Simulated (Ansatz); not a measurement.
`[CH3][GeH]([NH2])[Cl]` → CH₄ + `[NH2][Ge][Cl]` at 298.15 K and 1 bar (germylene formation by 1,1-elimination).

Calculated with Ansatz (gas phase, PBE0-D4/def2-TZVP geometries, no zero-point term in ΔE). CBS: MP2 limit from def2 TZ/QZ plus the TZ coupled-cluster correction, frozen cores. This one scheme is used for every species. For Ge outer-core shells are correlated without core-valence functions, which leaves a few kJ/mol of doubt a bond. Scalar relativity is left out up to krypton. One conformer a species, not always the lowest.

```json
{"species": "`[CH3][GeH]([NH2])[Cl]`", "CCSD(T)/CBS energy (Eh)": "-2632.32972", "H − E (kJ/mol)": "210.6", "S (J/(mol·K))": "346.7"}
{"species": "CH₄", "CCSD(T)/CBS energy (Eh)": "-40.46206", "H − E (kJ/mol)": "127.4", "S (J/(mol·K))": "186.2"}
{"species": "`[NH2][Ge][Cl]`", "CCSD(T)/CBS energy (Eh)": "-2591.85675", "H − E (kJ/mol)": "84.5", "S (J/(mol·K))": "296.7"}
```

H − E and S are ideal-gas, rigid-rotor, harmonic terms from PBE0-D4/def2-TZVP, for one conformer and one mirror image of each species. 1 Eh = 2625.50 kJ/mol, R = 8.31446 J/(mol·K).

Task: By hand: ΔE, ΔH, ΔS and ΔG.

Result: ΔE = (-40.46206) + (-2591.85675) − (-2632.32972) = 0.01091 Eh = 28.6 kJ/mol. Δ(H − E) = 127.4 + 84.5 − 210.6 = 1.3, so ΔH = 29.9 kJ/mol. ΔS = 186.2 + 296.7 − 346.7 = 136.2 J/(mol·K). ΔG = 29.9 − 298.15 × (136.2)/1000 = -10.7 kJ/mol.

Task: By hand: the equilibrium constant, and the temperature at which ΔG would vanish if ΔH and ΔS stayed fixed.

Result: log₁₀ K = −ΔG/(RT ln 10) = 1.9. ΔG = 0 at ΔH/ΔS = 220 K.

The number of gas molecules changes by +1, which sets the sign of ΔS. A doubt of 5 kJ/mol in ΔE shifts log₁₀ K by 0.9 here. Other conformers and mirror images would add mixing entropy, several J/(mol·K) or more a flexible species. These are equilibria of isolated gas molecules and say nothing of rates. Largest T1 diagnostic: 0.013 (customary marks: 0.02 for closed shells, 0.045 for open ones).
